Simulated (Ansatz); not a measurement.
Reactions of BrClMg (`[Cl][Mg][Br]`).

Gas-phase electronic energies from Ansatz, PBE0-D4/def2-TZVP geometries. CBS: MP2 limit from def2 TZ/QZ plus the TZ coupled-cluster correction, frozen cores. This one scheme is used for every species. Functionals use def2-TZVPP. For Br, Mg outer-core shells are correlated without core-valence functions, which leaves a few kJ/mol of doubt a bond. Scalar relativity is left out up to krypton. Each species was taken in one conformer, which may not be the lowest.

| reaction | LDA (SPW92) (kJ/mol) | HF/CBS(def2) (kJ/mol) | CCSD(T)/def2-SVP (kJ/mol) | PBE-D4 (kJ/mol) | CCSD(T)/CBS(def2) (kJ/mol) |
| --- | --- | --- | --- | --- | --- |
| `[Cl][Mg][Br]` + H₂O → `[OH][Mg][Cl]` + HBr | 83 | 103 | 77 | 88 | 88 |
| `[Cl][Mg][Br]` + H₂ → `[MgH][Cl]` + HBr | 165 | 187 | 179 | 174 | 187 |
| `[Cl][Mg][Br]` + H₂O → `[OH][Mg][Br]` + HCl | 75 | 90 | 73 | 80 | 79 |
| `[Cl][Mg][Br]` + HCl → `[Cl][Mg][Cl]` + HBr | 8 | 12 | 5 | 8 | 9 |

Largest T1 diagnostic: 0.009, for `[OH][Mg][Cl]`.
